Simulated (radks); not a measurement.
Species: neutral indium. Configuration: [Kr] 4d9 5s2 5p2 (not the ground configuration). Method: scalar-relativistic Kohn-Sham, PBE, spin-polarised, spherical densities, point nucleus; open shells are filled with parallel spins first (spin-orbit coupling, left out, can overturn this in heavy ions); computed with a radial shooting solver on a logarithmic mesh with Libxc functionals. Some entries of the table are withheld. Estimate them.

orbital,occ.,eigenvalue (hartree),<1/r> (bohr^-1),<r^2> (bohr^2)
1s up,1,-1020.214,51.86,0.001195
1s down,1,-1020.213,51.86,0.001195
2s up,1,-152.9925,11.82,0.01947
2s down,1,-152.9833,11.82,0.01947
2p up,3,-137.3428,11.38,0.01536
2p down,3,-137.3352,11.38,0.01536
3s up,1,-29.24607,4.182,0.1389
3s down,1,-29.24083,4.182,0.1389
3p up,3,-24.12240,3.982,0.1399
3p down,3,-24.11637,3.982,0.1398
3d up,5,-16.17192,3.754,0.1250
3d down,5,-16.16312,3.754,0.1249
4s up,1,-4.65160,1.639,0.8071
4s down,1,-4.61767,1.640,0.8067
4p up,3,-3.11658,1.486,0.9573
4p down,3,-3.08210,1.487,0.9565
4d up,5,-0.89912,1.168,1.561
4d down,4,-0.86297,1.170,1.550
5s up,1,-0.39505,0.5248,(1)
5s down,1,-0.34381,0.5276,(2)
5p up,2,-0.15256,(3),12.26
5p down,0,-0.10226,(4),13.19

Answer. 
(1) 5s up <r^2> (bohr^2): 6.864
(2) 5s down <r^2> (bohr^2): 6.877
(3) 5p up <1/r> (bohr^-1): 0.3934
(4) 5p down <1/r> (bohr^-1): 0.3848
